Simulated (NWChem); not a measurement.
Everything below was run with NWChem. System: CdS, charge 0, spin multiplicity 1, at a geometry optimised with PBE/def2-SVP with def2 effective core potentials on Cd. The structure started from a generated list of species. Level: LDA (SVWN5)/def2-TZVP with def2 effective core potentials on Cd.

Input file:

```
start mol
memory heap 200 mb stack 900 mb global 1100 mb
geometry units angstroms nocenter noautoz
  Cd     0.000000     0.000000     0.563960
  S      0.000000     0.000000    -1.691879
  symmetry group C2v
end
basis spherical
  * library def2-tzvp
end
ecp
  Cd library def2-ecp
end
dft
  xc slater vwn_5
  semidirect memsize 60000000 filesize 0
  iterations 100
end
task dft energy
```

Output (cleaned and shortened):

```
             Northwest Computational Chemistry Package (NWChem) 7.3.0
             --------------------------------------------------------

                                NWChem Input Module
                                -------------------

 Scaling coordinates for geometry "geometry" by  1.889725989
 (inverse scale =  0.529177249)

 Turning off AUTOSYM since
 SYMMETRY directive was detected!

                             Geometry "geometry" -> ""
                             -------------------------

 Output coordinates in angstroms (scale by  1.889725989 to convert to a.u.)

  No.       Tag          Charge          X              Y              Z
 ---- ---------------- ---------- -------------- -------------- --------------
    1 Cd                  48.0000     0.00000000     0.00000000     0.56396000
    2 S                   16.0000     0.00000000     0.00000000    -1.69187900

 Effective nuclear repulsion energy (a.u.)     180.1583035100

            Nuclear Dipole moment (a.u.)
            ----------------------------
        X                 Y               Z
 ---------------- ---------------- ----------------
     0.0000000000     0.0000000000     0.0000302356

      Symmetry information
      --------------------

 Group name             C2v
 Group number             16
 Group order               4
 No. of unique centers     2

      Symmetry unique atoms

     1    2


 Summary of "ao basis" -> "" (spherical)
 ------------------------------------------------------------------------------
       Tag                 Description            Shells   Functions and Types
 ---------------- ------------------------------  ------  ---------------------
 *                         def2-tzvp                  on all atoms

                                 NWChem DFT Module
                                 -----------------

 Summary of "ao basis" -> "ao basis" (spherical)
 ------------------------------------------------------------------------------
       Tag                 Description            Shells   Functions and Types
 ---------------- ------------------------------  ------  ---------------------
[...]
              MO Center=  2.1D-15,  1.8D-19, -1.5D+00, r^2= 2.0D+00
   Bfn.  Coefficient  Atom+Function         Bfn.  Coefficient  Atom+Function
  ----- ------------  ---------------      ----- ------------  ---------------
    55      0.476807  2 S  px                58      0.371060  2 S  px
    52      0.232924  2 S  px                46     -0.191867  2 S  px
    13      0.137704  1 Cd px                16      0.092132  1 Cd px
    22     -0.089036  1 Cd d  1               7     -0.085890  1 Cd px
    49     -0.082575  2 S  px                27     -0.045771  1 Cd d  1

 Vector   19  Occ=0.000000D+00  E=-1.890626D-01  Symmetry=a1
              MO Center= -2.2D-15, -3.8D-15,  1.9D-01, r^2= 4.5D+00
   Bfn.  Coefficient  Atom+Function         Bfn.  Coefficient  Atom+Function
  ----- ------------  ---------------      ----- ------------  ---------------
     5      0.494924  1 Cd s                 57     -0.367675  2 S  pz
     6      0.348083  1 Cd s                 15      0.285049  1 Cd pz
    60     -0.282635  2 S  pz                 3     -0.219633  1 Cd s
     9     -0.193204  1 Cd pz                54     -0.167198  2 S  pz
    18      0.155797  1 Cd pz                48      0.140528  2 S  pz

 Vector   20  Occ=0.000000D+00  E=-5.563769D-02  Symmetry=b2
              MO Center= -1.1D-17, -1.6D-16,  5.0D-01, r^2= 5.1D+00
   Bfn.  Coefficient  Atom+Function         Bfn.  Coefficient  Atom+Function
  ----- ------------  ---------------      ----- ------------  ---------------
    17      0.704108  1 Cd py                14      0.444757  1 Cd py
    59     -0.298695  2 S  py                 8     -0.222585  1 Cd py
    56     -0.161902  2 S  py                53     -0.106443  2 S  py
    47      0.074111  2 S  py                20     -0.047053  1 Cd d -1
    67      0.036815  2 S  d -1              50      0.034392  2 S  py

 Vector   21  Occ=0.000000D+00  E=-5.563769D-02  Symmetry=b1
              MO Center= -1.9D-16, -3.1D-18,  5.0D-01, r^2= 5.1D+00
   Bfn.  Coefficient  Atom+Function         Bfn.  Coefficient  Atom+Function
  ----- ------------  ---------------      ----- ------------  ---------------
    16      0.704108  1 Cd px                13      0.444757  1 Cd px
    58     -0.298695  2 S  px                 7     -0.222585  1 Cd px
    55     -0.161902  2 S  px                52     -0.106443  2 S  px
    46      0.074111  2 S  px                22      0.047053  1 Cd d  1
    69     -0.036815  2 S  d  1              49      0.034392  2 S  px

 center of mass
 --------------
 x =   0.00000000 y =   0.00000000 z =   0.13141163

 moments of inertia (a.u.)
 ------------------
         453.669115511341           0.000000000000           0.000000000000
           0.000000000000         453.669115511341           0.000000000000
           0.000000000000           0.000000000000           0.000000000000

     Multipole analysis of the density
     ---------------------------------

     L   x y z        total         alpha         beta         nuclear
     -   - - -        -----         -----         ----         -------
     0   0 0 0     -0.000000    -18.000000    -18.000000     36.000000

     1   1 0 0     -0.000000     -0.000000     -0.000000      0.000000
     1   0 1 0     -0.000000     -0.000000     -0.000000      0.000000
     1   0 0 1      2.008378     15.924392     15.924392    -29.840406

     2   2 0 0    -26.118229    -13.059114    -13.059114      0.000000
     2   1 1 0      0.000000      0.000000      0.000000      0.000000
     2   1 0 1     -0.000000     -0.000000     -0.000000      0.000000
     2   0 2 0    -26.118229    -13.059114    -13.059114      0.000000
     2   0 1 1     -0.000000     -0.000000     -0.000000      0.000000
     2   0 0 2    -24.591913   -105.429832   -105.429832    186.267752

 Task  times  cpu:        3.5s     wall:        3.5s

 Total times  cpu:        3.5s     wall:        3.5s
```
